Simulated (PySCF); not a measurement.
# Worked example: chemical shift, span and skew from a shielding tensor

C2H8FNSi2, SMILES F[C@H]([SiH3])/N=C\[SiH3]. Atoms are numbered in the order given.

```xyz
14

F      0.0751     0.2291    -1.3307
C      0.8294     0.7249    -0.2329
Si     2.2987    -0.4904     0.0378
N      0.1093     0.8509     0.9635
C     -1.0847     0.4297     1.1292
Si    -2.2770    -0.4298    -0.1028
H      1.1953     1.7226    -0.5362
H      3.2171     0.0561     1.0724
H      1.7212    -1.7894     0.4750
H      3.0223    -0.6510    -1.2532
H     -1.4875     0.5834     2.1463
H     -3.5015    -0.7389     0.6958
H     -2.6664     0.4655    -1.2252
H     -1.7143    -1.7101    -0.6108
```
Charge 0, spin multiplicity 1.

Geometry optimised at B3LYP-D3(BJ)/def2-SVP. The structure was generated by enumeration; whether it is a known compound was not checked. One conformer was computed; it need not be the lowest.

GIAO shieldings from PBE/pcSseg-1 (PySCF), non-relativistic, no solvent. The symmetric part of the tensor of F1 has the principal values 287.6, 324.2, 376.8 ppm. The same nucleus in CFCl3 has σ = 133.6 ppm at this level (PySCF, at its B3LYP-D3(BJ)/def2-TZVP geometry).

Question: Work out the isotropic shielding, the ¹⁹F shift against CFCl3, the span and the skew.

Answer: 
σ(iso) = (σ11 + σ22 + σ33)/3 = 329.5 ppm. δ = σ(ref) − σ(iso) = 133.6 − (329.5) = -195.9 ppm.
Span Ω = σ33 − σ11 = 89.2 ppm. Skew κ = 3(σ(iso) − σ22)/Ω = 0.18. Tumbling in solution averages the tensor to δ; in a static solid the shielding alone would spread this spin-1/2 line over Ω.
